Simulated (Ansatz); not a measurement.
Cost and result for the atomization energy of `[SH][GaH][BH][SeH]` (8 atoms, 7 bonds).

The species carries charge 0 and has multiplicity 1. Correlated methods include outer-core shells of Ga, Se, which these sets cover unevenly. Scalar relativity is left out up to krypton. Geometry: relaxed with PBE0-D4/def2-TZVP. It is one conformer, not always the lowest. Program: Ansatz. All runs use 4 threads of an Arm Neoverse V2 on a shared host. Times are those of one run each, without the atoms' runs, and a repeat can differ threefold. Electronic energies, without spin–orbit coupling; frozen cores. CCSD(T)/CBS adds CCSD(T) − MP2 in def2-TZVPP to the MP2 limit, and its time is that of the two runs behind it. T1 = 0.014. With those shells the extrapolation isn't a true limit. B3LYP takes the VWN-RPA correlation (the form of Gaussian; ORCA's B3LYP/G). HSE06 is the plane-wave form, built on full-range PBE exchange.

CCSD(T)/CBS is a level of theory with its own doubt, some kJ/mol a heavy atom from the limit and from the frozen cores, so smaller differences don't rank the functionals.

```json
{"level": "PBE0-D4/def2-TZVPP", "functions": "225", "atomization (kcal/mol)": "536.4", "difference from CCSD(T)/CBS": "-1.1", "per bond": "-0.2"}
{"level": "ωB97X-V/def2-TZVPP", "functions": "225", "atomization (kcal/mol)": "539.4", "difference from CCSD(T)/CBS": "1.9", "per bond": "0.3"}
{"level": "HSE06-D4/def2-TZVPP", "functions": "225", "atomization (kcal/mol)": "536.6", "difference from CCSD(T)/CBS": "-0.9", "per bond": "-0.1"}
{"level": "B3LYP-D4/def2-TZVPP (with forces)", "functions": "225", "atomization (kcal/mol)": "531.7", "difference from CCSD(T)/CBS": "-5.8", "per bond": "-0.8"}
{"level": "PBE-D4/def2-TZVPP (with forces)", "functions": "225", "atomization (kcal/mol)": "542.8", "difference from CCSD(T)/CBS": "5.3", "per bond": "0.8"}
{"level": "revPBE-D4/def2-TZVPP", "functions": "225", "atomization (kcal/mol)": "529.2", "difference from CCSD(T)/CBS": "-8.3", "per bond": "-1.2"}
{"level": "CCSD(T)/def2-TZVPP", "functions": "225", "atomization (kcal/mol)": "524.5", "difference from CCSD(T)/CBS": "-13.0", "per bond": "-1.9"}
{"level": "CCSD(T)/def2-SVP", "functions": "116", "atomization (kcal/mol)": "501.2", "difference from CCSD(T)/CBS": "-36.3", "per bond": "-5.2"}
{"level": "LDA (SPW92)/def2-TZVPP", "functions": "225", "atomization (kcal/mol)": "616.3", "difference from CCSD(T)/CBS": "78.8", "per bond": "11.3"}
{"level": "MP2/def2-QZVPP", "functions": "425", "atomization (kcal/mol)": "536.9", "difference from CCSD(T)/CBS": "-0.6", "per bond": "-0.1"}
{"level": "r2SCAN-D4/def2-TZVPP (with forces)", "functions": "225", "atomization (kcal/mol)": "543.4", "difference from CCSD(T)/CBS": "5.9", "per bond": "0.8"}
{"level": "BHLYP-D4/def2-TZVPP", "functions": "225", "atomization (kcal/mol)": "521.1", "difference from CCSD(T)/CBS": "-16.4", "per bond": "-2.3"}
{"level": "CCSD(T)/CBS(def2)", "functions": "–", "atomization (kcal/mol)": "537.5", "difference from CCSD(T)/CBS": "0.0", "per bond": "0.0"}
```

(1) Order the runs by time, with rough figures. (Estimate.)

Results:

(1) Computed: LDA (SPW92)/def2-TZVPP 1.4 s; revPBE-D4/def2-TZVPP 2.4 s; PBE-D4/def2-TZVPP (with forces) 2.8 s; PBE0-D4/def2-TZVPP 4.1 s; BHLYP-D4/def2-TZVPP 4.3 s; HSE06-D4/def2-TZVPP 4.4 s; r2SCAN-D4/def2-TZVPP (with forces) 6 s; B3LYP-D4/def2-TZVPP (with forces) 6.5 s; CCSD(T)/def2-SVP 8.5 s; ωB97X-V/def2-TZVPP 9.5 s; MP2/def2-QZVPP 24 s; CCSD(T)/def2-TZVPP 2.8 min; CCSD(T)/CBS(def2) 3.2 min.

In def2-TZVPP, CCSD(T) changes the Hartree–Fock value by +138.6 kcal/mol (the triples alone add +9.8 kcal/mol) and MP2 by +143.7 kcal/mol; breaking electron pairs costs correlation energy, which Hartree–Fock lacks. From r2SCAN to r2SCAN0 (25 % exact exchange), in def2-TZVPP and without D4, the atomization energy moves by −8.6 kcal/mol: exact exchange takes away binding that semilocal exchange gives to molecules. The D4 term adds +8.3 kcal/mol with B3LYP and +4.3 kcal/mol with PBE0; it sums over pairs of atoms, weighted by their polarisabilities, and B3LYP, whose exchange is more repulsive, gets the larger term.

For some Ge, Se and Sn compounds the MP2-based and the directly extrapolated limit differ by 10 to 25 kJ/mol.
